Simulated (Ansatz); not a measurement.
Born–Oppenheimer molecular dynamics of BrH + GeH4 (7 atoms, charge 0, multiplicity 1). It starts from a relaxed structure.

These are results of RKS PBE/def2-SVP (Ansatz 0.2.0), not measurements.

```
ensemble        : NVT, Langevin thermostat
time step       : 0.5 fs
steps asked     : 100
set temperature : 200 K
friction        : 0.05 /fs
seed            : 356398
```

First frame:

```xyz
7
Properties=species:S:1:pos:R:3
Br -0.794 -0.230 -3.150
H 0.108 -0.149 -2.030
Ge 0.128 0.077 1.047
H 0.989 -0.019 -0.245
H -0.756 -1.187 1.151
H -0.755 1.342 0.964
H 1.080 0.166 2.263
```

How far do the bonds stretch over the last three quarters of this one trajectory? (Pairs bonded in most of those frames.)


```csv
bond,mean (Å),spread (Å),shortest,longest
Br1–H2,1.448,0.027,1.40,1.49
Ge3–H4,1.563,0.028,1.52,1.63
Ge3–H5,1.546,0.012,1.52,1.57
Ge3–H6,1.554,0.033,1.50,1.61
Ge3–H7,1.556,0.034,1.50,1.63
```

Mean temperature of the second half: 209 K. A run of 0.05 ps of so small a system gives no equilibrium averages.

Time of the run: 2 min on 2 threads of Arm Neoverse N1, with other jobs on the host, peak memory 0.11 GiB.
